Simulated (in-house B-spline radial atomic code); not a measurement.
Configurations of W3+, with energies counted from [Xe] 4f14 5d3. Level of theory: Dirac-Hartree-Fock, average of configuration, Fermi nucleus of rms radius 5.3658 fm; calculated with a B-spline radial code for spherical atoms. Energies include first-order Breit, QED and recoil terms.

Occupations are held fixed; configurations that lie above the ionisation limit could autoionise.

```csv
configuration,E - E(ref) (eV),highest orbital,its <r> (bohr)
[Xe] 4f14 5d2 6p1,11.012,6p3/2,3.239
[Xe] 4f14 5d2 9s1,29.243,9s1/2,12.13
[Xe] 4f14 5d2 7f1,29.783,7f7/2,11.57
[Xe] 4f13 5d3 7p1,57.25,7p3/2,5.882
[Kr] 4d10 4f14 5s2 5p5 5d3 8g1,76.68,8g7/2,21.4
[Kr] 4d10 4f14 5s2 5p5 5d3 9g1,77.396,9g7/2,27.76
```

**Question.** Order these further configurations by energy, lowest first.
A. [Xe] 4f14 5d2 8f1
B. [Kr] 4d10 4f14 5s2 5p5 5d3 7f1
C. [Xe] 4f14 5d2 5g1
D. [Kr] 4d10 4f14 5s2 5p5 5d3 6g1
E. [Xe] 4f14 5d2 8p1

**Answer.** C (27.282 eV), E (27.365 eV), A (31.447 eV), B (73.826 eV), D (74.027 eV).

**Question.** How far above the reference does [Xe] 4f14 5d2 9f1 lie?

**Answer.** 32.525 eV; its least bound orbital is 9f7/2 with <r> = 21.93 bohr.

**Question.** How far above the reference does [Xe] 4f14 5d2 7s1 lie?

**Answer.** 19.662 eV; its least bound orbital is 7s1/2 with <r> = 5.086 bohr.
